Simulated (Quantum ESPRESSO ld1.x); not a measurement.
Ionisation ladder of tungsten, from W66+ to W73+. Each ion is in the ground configuration listed by NIST, and IE = E(next ion) - E(this ion), with E = 0 for the bare nucleus. Method: scalar-relativistic Kohn-Sham, LDA (Slater exchange, VWN5 correlation), spin-polarised, spherical densities, point nucleus; open shells are filled with parallel spins first; computed with ld1.x of Quantum ESPRESSO 7.5.

| species | configuration | E (hartree) | IE, Delta-SCF (eV) | <r> HOMO (bohr) | IE, NIST (eV) | kind | error (eV) |
|---|---|---|---|---|---|---|---|
| W66+ | [He] 2s2 2p4 | -9860.387 | 16669.0 | 0.0673 | 16252 | semi-emp. | +417.0 |
| W67+ | [He] 2s2 2p3 | -9247.813 | 17106.2 | 0.0668 | 16588 | semi-emp. | +518.2 |
| W68+ | [He] 2s2 2p2 | -8619.173 | 17445.2 | 0.0664 | 18476 | semi-emp. | -1030.8 |
| W69+ | [He] 2s2 2p1 | -7978.075 | 17777.7 | 0.0660 | 18872 | semi-emp. | -1094.3 |
| W70+ | [He] 2s2 | -7324.757 | 19384.8 | 0.0744 | 19362 | semi-emp. | +22.8 |
| W71+ | [He] 2s1 | -6612.378 | 19717.3 | 0.0740 | 19686.7 | theory | +30.6 |
| W72+ | [He] | -5887.780 | 79399 | 0.0183 | 79181.9 | theory | +217.5 |
| W73+ | 1s1 | -2969.904 | 80815 | 0.0181 | 80755.9 | theory | +59.3 |

Reference values: NIST Atomic Spectra Database (exp. = measured, semi-emp. = semi-empirical, theory = theoretical value adopted there). The ionisation energy per charge of the ion left behind rises most, in proportion, at W72+ ([He]), from 273.85 to 1087.7 eV. Against the entries that are not theoretical the mean signed error is -1.1 % and the largest -5.8 %. Open shells are spherical and high-spin; term and fine-structure splittings are not resolved. Spin-orbit splitting is averaged out at the scalar-relativistic level. Nuclear size, the Breit interaction and QED, all absent here, shift the 1s and 2s values of heavy ions.
